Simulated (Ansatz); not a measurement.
`B[O][Zn][SiH3]` at its PBE0-D4/def2-TZVP geometry, where that method's forces vanish. Total charge 0; spin multiplicity 1.

```json
{"atom": "B1", "x (Å)": "-0.954", "y (Å)": "2.505", "z (Å)": "0.734"}
{"atom": "O2", "x (Å)": "-0.488", "y (Å)": "1.346", "z (Å)": "1.203"}
{"atom": "Zn3", "x (Å)": "0.062", "y (Å)": "-0.136", "z (Å)": "0.339"}
{"atom": "Si4", "x (Å)": "0.804", "y (Å)": "-2.116", "z (Å)": "-0.664"}
{"atom": "H5", "x (Å)": "-1.268", "y (Å)": "3.369", "z (Å)": "1.516"}
{"atom": "H6", "x (Å)": "-1.068", "y (Å)": "2.708", "z (Å)": "-0.458"}
{"atom": "H7", "x (Å)": "-0.077", "y (Å)": "-3.256", "z (Å)": "-0.293"}
{"atom": "H8", "x (Å)": "0.798", "y (Å)": "-1.983", "z (Å)": "-2.146"}
{"atom": "H9", "x (Å)": "2.191", "y (Å)": "-2.437", "z (Å)": "-0.230"}
```

Question: For each bond, give half the difference of the two atoms' forces along it (eV/Å; positive pushes the atoms apart) under PBE-D4, r2SCAN-D4, B3LYP-D4, ωB97M-V in def2-TZVPP. (Best estimate.)

Answer: The calculation gave: 
```tsv
bond	length (Å)	PBE-D4	r2SCAN-D4	B3LYP-D4	ωB97M-V
B1–O2	1.334	0.45	0.27	0.12	0.16
B1–H5	1.207	-0.01	-0.06	-0.13	-0.17
B1–H6	1.214	-0.11	-0.09	-0.11	-0.10
O2–Zn3	1.801	0.11	-0.10	0.13	0.07
Zn3–Si4	2.341	-0.24	-0.08	0.00	-0.05
Si4–H7	1.488	0.10	0.00	-0.08	-0.10
Si4–H8	1.488	0.10	0.01	-0.07	-0.11
Si4–H9	1.488	0.10	0.00	-0.08	-0.10
```

B3LYP here is the variant with VWN-RPA as its local correlation; programs differ in this.

Computed with Ansatz.
